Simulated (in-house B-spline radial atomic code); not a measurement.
One electron outside the 1s2 core: Sc18+

Computed with a B-spline radial code for spherical atoms, no-pair Dirac-Coulomb Hamiltonian, finite nucleus. Rungs: frozen-core Dirac-Hartree-Fock (DHF); Brueckner orbitals from the second-order correlation potential; the same with the Coulomb interaction screened by the core and the hole-particle interaction summed; Breit and QED terms from differences of relaxed Dirac-Fock atoms, where computed. Partial waves beyond l = 6 are extrapolated. The tables show a selection of states; those near core-excited levels, with erratic corrections or far from their DHF start are never shown.

Removal energies (eV):

| state | DHF | second order | screened | Breit + QED | final |
| --- | --- | --- | --- | --- | --- |
| 2s1/2 | 1288.29 | 1288.44 | 1288.44 | -0.495 | 1287.95 |
| 2p1/2 | 1250.11 | 1250.44 | 1250.44 | -0.52 | 1249.92 |
| 2p3/2 | 1243.56 | 1243.88 | 1243.88 | -0.236 | 1243.64 |
| 3s1/2 | 563.288 | 563.329 | 563.329 | -0.143 | 563.187 |
| 3p1/2 | 552.722 | 552.801 | 552.802 | -0.147 | 552.655 |
| 3p3/2 | 550.787 | 550.864 | 550.864 | -0.0651 | 550.799 |
| 3d3/2 | 546.776 | 546.808 | 546.809 | -0.00442 | 546.805 |
| 3d5/2 | 546.189 | ? | ? | ? | ? |
| 4s1/2 | 314.358 | 314.373 | 314.374 | - | - |
| 4p1/2 | 310.008 | 310.039 | 310.039 | - | - |
| 4p3/2 | 309.194 | 309.224 | 309.224 | - | - |
| 4d3/2 | 307.529 | ? | ? | ? | ? |
| 4d5/2 | 307.281 | 307.295 | 307.295 | -0.00116 | 307.294 |
| 4f5/2 | 307.195 | 307.198 | 307.198 | - | - |

Task: What does correlation do to 3d5/2?

Result: It adds 0.03203 eV to the removal energy in second order and 0.03268 eV with screening; Breit and QED add -0.00228 eV, for a final 546.219 eV.

Task: What does correlation do to 4d3/2?

Result: It adds 0.01426 eV to the removal energy in second order and 0.01457 eV with screening; Breit and QED add -0.00254 eV, for a final 307.541 eV.

Task: How does the lowest state compare with the NIST ionisation energy?

Result: 2s1/2 is bound by 1287.945 eV, without recoil; NIST lists 1287.957 ± 0.007 eV (tabulated theory), a difference of -0.012 eV.

Electric-dipole lines from 2s1/2 (reduced matrix elements in atomic units, length form, static core polarisation, sign of DHF taken positive):

```
upper     DHF  + core polarisation  + Brueckner  λ (nm)   A (s⁻¹)
2p1/2  0.2181               0.2175       0.2175  32.606  1.38e+09
2p3/2  0.3099               0.3092       0.3091  27.986  2.21e+09
```

Magnetic hyperfine constants per unit nuclear g factor (MHz, nucleus as a uniformly magnetised ball; they apply to isotopes with nuclear spin):

| state | DHF | + core polarisation | + Brueckner |
| --- | --- | --- | --- |
| 2s1/2 | 260900 | 269700 | 269800 |
| 2p1/2 | 81610 | 83950 | 84000 |
| 2p3/2 | 15730 | 13830 | 13840 |
| 3s1/2 | 75810 | 78150 | 78180 |
| 3p1/2 | 24010 | 24550 | 24560 |
| 3p3/2 | 4632 | 4209 | 4211 |
